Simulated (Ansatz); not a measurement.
The cluster Sr2O2⁻. The state is a quartet with charge -1. Geometry r2SCAN-D4/def2-TZVPD; atoms count from 1.

```xyz
4

Sr    0.048    1.253    1.363
Sr   -0.047   -1.253   -1.363
O    -0.338   -0.893    0.833
O     0.337    0.893   -0.833
```

In the def2 sets Sr takes a core potential; there is no spin–orbit coupling. The highest occupied level of the charge -1 quartet lies above zero (up to 0.13 eV). It is a level of α spin, whose loss leaves a triplet; that state wasn't run at this geometry and level. The electron is either unbound and held by the finite basis, or the level is raised by self-interaction error. At PBE0-D4/def2-TZVPD a doublet of charge -1 lies 1.15 eV below the quartet, each at its own geometry. The structure comes from a short search, and lower isomers may exist.

Problem. Estimate the Mulliken populations from the PBE0/def2-TZVPD orbitals of Ansatz.

Solution. 
```json
{"atom": "Sr1", "charge (e)": "0.79", "spin (α − β)": "1.01"}
{"atom": "Sr2", "charge (e)": "0.79", "spin (α − β)": "1.01"}
{"atom": "O3", "charge (e)": "-1.29", "spin (α − β)": "0.49"}
{"atom": "O4", "charge (e)": "-1.29", "spin (α − β)": "0.49"}
```
Mulliken values and Mayer orders depend strongly on the basis. With diffuse functions, as here, like atoms can get unlike values, and bond orders can come out too low or too high.

Problem. Where does the spin sit?

Solution. Summed by element: Sr 2.03, O 0.97, of 3 unpaired in all. Largest on single atoms: Sr1 1.01, Sr2 1.01, O3 0.49.

Problem. And the Mayer bond orders between bonded heavy atoms (over 0.3)?

Solution. Sr1–Sr2 0.98 (3.70 Å). Values over 0.3 also appear between atoms too far apart for a bond (O3–O4 0.39 at 2.53 Å); they arise where an orbital or an unpaired electron spreads over both atoms.
